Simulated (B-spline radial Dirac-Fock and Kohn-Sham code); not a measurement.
## Elastic and transport cross sections of titanium for positrons

The computed values come from a radial finite-basis atomic code: relativistic (Dirac) partial waves in the static field of the Dirac-Fock atom, without polarisation or absorption potentials. σ_tr1 and σ_tr2 weight the cross section with 1 − P₁ and 1 − P₂ of cos θ; "backward" is the share scattered beyond 90°.

```
energy (eV)  σ (a₀²)  σ_tr1 (a₀²)  σ_tr2 (a₀²)  σ/σ_tr1  backward (%)
        429     10.4         1.01         1.94     10.3           2.1
        432     10.4         1.00         1.93     10.4           2.1
        440     10.3        0.985         1.90     10.5           2.1
        557     9.12        0.777         1.53     11.7           1.8
        589        ?            ?            ?        ?             ?
       1640     4.97        0.226        0.483     22.0          0.75
       3180     3.24       0.0967        0.214     33.5          0.44
       3650     2.95       0.0803        0.179     36.7          0.39
       8890     1.53       0.0224       0.0524     68.4          0.17
      12200     1.19       0.0137       0.0327     86.9          0.12
      22400    0.726      0.00515       0.0126      141         0.066
      53300    0.356      0.00120      0.00305      297         0.025
      73300    0.277     0.000696      0.00180      397         0.017
     123000    0.189     0.000290     0.000763      652        0.0088
     154000    0.162     0.000199     0.000529      817        0.0064
```

Question: Fill in the row for 589 eV.

Answer: σ = 8.86 a₀², σ_tr1 = 0.733 a₀², σ_tr2 = 1.45 a₀², σ/σ_tr1 = 12.1, backward 1.7 %. The ratio σ/σ_tr1 is roughly the number of elastic collisions that randomise the direction.
